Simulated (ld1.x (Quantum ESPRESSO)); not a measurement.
## niobium: TM pseudisation with LDA (PZ), scalar-relativistic reference atom.

Input for ld1.x (Quantum ESPRESSO) 7.5:

```
&input
   title='Nb', zed=41., rel=1, dft='PZ', iswitch=3,
   config='[Kr] 4d4 5s1 5p0',
   nld=3, rlderiv=3.05, eminld=-6.0, emaxld=5.0, deld=0.02
 /
 &inputp
   pseudotype=2, tm=.true., lloc=1,
   nlcc=.true., new_core_ps=.true.,
   file_pseudopw='Nb.UPF', file_wfcaegen='ae.wfc', file_wfcncgen='nc.wfc', file_beta='beta', file_chi='chi'
 /
3
4S  1  0   2.00   0.00  1.70  1.70  0.0
4D  3  2   4.00   0.00  2.80  2.80  0.0
4P  2  1   6.00   0.00  1.55  1.55  0.0
 &test
   configts(1)='4s2 4p6 4d4 5s1 5p0'
 /
```

Command:

```bash
ld1.x < Nb.in > Nb.out
```

Resulting log (shortened: banner, matrices, multipoles, cross overlaps and the repeated all-electron block are left out):

```
Program LD1 v.7.5
     --------------------------- All-electron run ----------------------------

     Nb
     scalar relativistic calculation

     atomic number is 41.00
     dft =PZ   lsd =0 sic =0 latt =0  beta=0.20 tr2=1.0E-14
     Exchange-correlation= PZ
                           (   1   1   0   0   0   0   0)
     mesh =1227 r(mesh) = 100.62774 a.u. xmin = -7.00 dx = 0.01250
     1 Ry =  13.60569312 eV, c = 137.03599908

     n l     nl                  e(Ry)          e(Ha)          e(eV)
     1 0     1S 1( 2.00)     -1380.4416      -690.2208    -18781.8653
     2 0     2S 1( 2.00)      -193.1375       -96.5688     -2627.7696
     2 1     2P 1( 6.00)      -172.5903       -86.2952     -2348.2108
     3 0     3S 1( 2.00)       -32.1818       -16.0909      -437.8556
     3 1     3P 1( 6.00)       -25.4660       -12.7330      -346.4823
     4 0     4S 1( 2.00)        -4.2968        -2.1484       -58.4612
     4 1     4P 1( 6.00)        -2.5437        -1.2719       -34.6094
     3 2     3D 1(10.00)       -14.4499        -7.2250      -196.6014
     4 2     4D 1( 4.00)        -0.2360        -0.1180        -3.2107
     5 0     5S 1( 1.00)        -0.3088        -0.1544        -4.2020
     5 1     5P 1( 0.00)        -0.0900        -0.0450        -1.2243

     final scf error:  2.5E-15 reached in  32 iterations

     Etot =   -7631.089184 Ry,   -3815.544592 Ha, -103826.257637 eV

     Ekin =    7854.886484 Ry,    3927.443242 Ha,  106871.175018 eV
     Encl =  -18393.077168 Ry,   -9196.538584 Ha, -250250.563535 eV
     Eh   =    3136.197874 Ry,    1568.098937 Ha,   42670.145846 eV
     Exc  =    -229.096374 Ry,    -114.548187 Ha,   -3117.014966 eV

     normalization and overlap integrals

     s(1S/1S) =  1.000000  <r> =   0.0361  <r2> =    0.0018  r(max) =   0.0235
     s(2S/2S) =  1.000000  <r> =   0.1582  <r2> =    0.0295  r(max) =   0.1335
     s(2P/2P) =  1.000000  <r> =   0.1378  <r2> =    0.0232  r(max) =   0.1066
     s(3S/3S) =  1.000000  <r> =   0.4441  <r2> =    0.2261  r(max) =   0.3961
     s(3P/3P) =  1.000000  <r> =   0.4465  <r2> =    0.2322  r(max) =   0.3912
     s(4S/4S) =  1.000000  <r> =   1.1576  <r2> =    1.5220  r(max) =   1.0242
     s(4P/4P) =  1.000000  <r> =   1.3025  <r2> =    1.9522  r(max) =   1.1179
     s(3D/3D) =  1.000000  <r> =   0.4333  <r2> =    0.2265  r(max) =   0.3325
     s(4D/4D) =  1.000000  <r> =   2.2167  <r2> =    6.2631  r(max) =   1.5090
     s(5S/5S) =  1.000000  <r> =   3.6816  <r2> =   15.5675  r(max) =   3.0387
     s(5P/5P) =  1.000000  <r> =   5.2641  <r2> =   32.4959  r(max) =   4.2056

     ------------------------ End of All-electron run ------------------------

     --------------------- Generating NC pseudopotential ---------------------

      Generating local pot.: lloc=1, matching radius rcloc =   1.5500

      Computing core charge for nlcc:

       r > 0.76 : true rho core
      Core charge pseudized with two Bessel functions
      Integrated core pseudo-charge :  16.15

      Wfc   4S  rcut= 1.710  Using Troullier-Martins method

      Wfc   4D  rcut= 2.819  Using Troullier-Martins method

     ------------------- End of pseudopotential generation -------------------

     Computing logarithmic derivative in   3.05781
     Computing logarithmic derivative in   3.05781
     Computing the partial wave expansion
     R is outside the sphere for l=    0 j= 0.00
       no projector for channel:   1
     R is outside the sphere for l=    2 j= 0.00

     ---------------------- Testing the pseudopotential ----------------------

     Nb
     scalar relativistic calculation

     atomic number is 41.00   valence charge is 13.00
     dft =PZ   lsd =0 sic =0 latt =0  beta=0.20 tr2=1.0E-14
     mesh =1227 r(mesh) = 100.62774 xmin = -7.00 dx = 0.01250

     n l     nl             e AE (Ry)        e PS (Ry)    De AE-PS (Ry)
     1 0     4S   1( 2.00)       -4.29682       -4.29682        0.00000
     2 1     4P   1( 6.00)       -2.54375       -2.54376        0.00002
     3 2     4D   1( 4.00)       -0.23598       -0.23598        0.00000
     2 0     5S   1( 1.00)       -0.30884       -0.32649        0.01764  !
     3 1     5P   1( 0.00)       -0.08998       -0.09132        0.00133

     eps = 5.2E-16  iter = 12

     Etot =   -7631.089184 Ry,   -3815.544592 Ha, -103826.257637 eV
     Etotps =  -168.046060 Ry,     -84.023030 Ha,   -2286.383116 eV

     Ekin =      34.980158 Ry,      17.490079 Ha,     475.929301 eV
     Encl =    -226.272718 Ry,    -113.136359 Ha,   -3078.597162 eV
     Ehrt =      92.336716 Ry,      46.168358 Ha,    1256.305025 eV
     Ecxc =     -70.093247 Ry,     -35.046623 Ha,    -953.667205 eV
     (Ecc =     -53.771091 Ry,     -26.885545 Ha,    -731.592957 eV)
     Epseu=       1.003030 Ry,       0.501515 Ha,      13.646925 eV

     ---------------------- End of pseudopotential test ----------------------
```

ld1.x takes every shell without a wave as core, so the model core holds the 5s electrons as well and exchange and correlation see them twice. This cancels in the reference configuration, but the file is broken for other ones, and its errors say nothing about a proper core correction.

Generation and configuration tests took about 2.2 s on one core of a shared server CPU.
